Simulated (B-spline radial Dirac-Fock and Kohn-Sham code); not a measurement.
System: the S⁴⁺ ion, [Ne] 3s2. Level of theory: the independent-particle Dirac-Slater model, thresholds from Dirac-Fock; a radial B-spline solver.

Task: Which of the sources Al Kα (taken as 1486.9 eV), Cr Kα (5414.7 eV), Mo Kα (17479.3 eV), Ag Kα (22162.9 eV) can ionise the 1s level, and how does the cross section change among them?

Result: The computed threshold is 2548.7 eV, above Al Kα; the others can ionise it. Cross sections: Cr Kα 13.9 kb, Mo Kα 0.466 kb, Ag Kα 0.227 kb. From the first to the last it falls by a factor of 61.
